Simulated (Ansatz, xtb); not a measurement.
## Ranking isomers of C3H7NOSi2

5 gas-phase structures of C3H7NOSi2, from a drawn sample of its isomers (lower ones may exist). Each was relaxed with GFN2-xTB; where two conformers were screened, the lower at r2SCAN-D4/def2-SVP is listed:

A. `C=C[SiH2]O[SiH2]C#N`, a singlet
B. `C#C[Si@H](N=C)O[SiH3]`, a singlet
C. `C#C[Si@@H]1CN[SiH2]O1`, a singlet
D. `C#C/C=N\[SiH2]O[SiH3]`, a singlet
E. `N#C[Si@@H]1CC[SiH2]O1`, a singlet

Problem. Estimate their order in r2SCAN-D4/def2-SVP energy at these geometries, lowest first.

Solution. Calculated order at r2SCAN-D4/def2-SVP: E (0.000), A (1.125), C (1.249), B (2.170), D (2.558) eV.

Energies above the lowest of each column, in eV; the last columns are at B3LYP-D3(BJ)/def2-SVP geometries and were run for some of them only (a dash: not run or not comparable):

```csv
structure,GFN2-xTB,HF/STO-3G,r2SCAN-D4/def2-SVP,B3LYP-D3(BJ)/def2-SVP,CCSD(T)/def2-SVP + ΔMP2/def2-TZVPP
E,0.000,0.000,0.000,0.000,0.000
A,0.585,2.462,1.125,0.940,0.971
C,0.038,2.278,1.249,1.218,1.155
B,0.685,4.195,2.170,–,–
D,0.098,4.812,2.558,–,–
```

Every level run on E puts it lowest or level with the lowest. Flexible structures stand in one conformer each, not always the lowest. A keeps a small imaginary mode. Frequencies (GFN2-xTB) were run for A, C, E alone. The ΔMP2 step shifts differences by up to 0.295 eV, which makes them less sure. ΔMP2 is the change of the MP2 energy from the smaller to the larger basis.

Over these structures GFN2-xTB departs from r2SCAN-D4/def2-SVP by 0.695 eV on average once a common shift is removed. A GFN2-xTB relaxation took about 0.24 s and the r2SCAN-D4/def2-SVP energy about 2 s on a shared host (Ansatz 0.2.0, xtb 6.7.1).
